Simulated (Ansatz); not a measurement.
ClFGeHI, SMILES `[F][GeH]([Cl])[I]` at its PBE0-D4/def2-TZVP geometry, where that method's forces vanish. Charge 0, multiplicity 1. I takes the def2 core potential.

```xyz
5

F    -1.7234   -0.2589    0.1290
Ge   -0.0578    0.1445   -0.0618
Cl    0.6281   -0.9785   -1.7311
I     1.1151   -0.5496    2.0065
H     0.0380    1.6425   -0.3427
```

What forces (eV/Å) does r2SCAN-D4/def2-TZVPP give on these atoms in Ansatz? (Estimate.)

The calculation gave: 
```
F1  -0.043 -0.010 -0.001
Ge2  0.024  0.091 -0.004
Cl3  0.007 -0.027 -0.054
I4   0.022 -0.012  0.055
H5  -0.010 -0.041  0.004
```
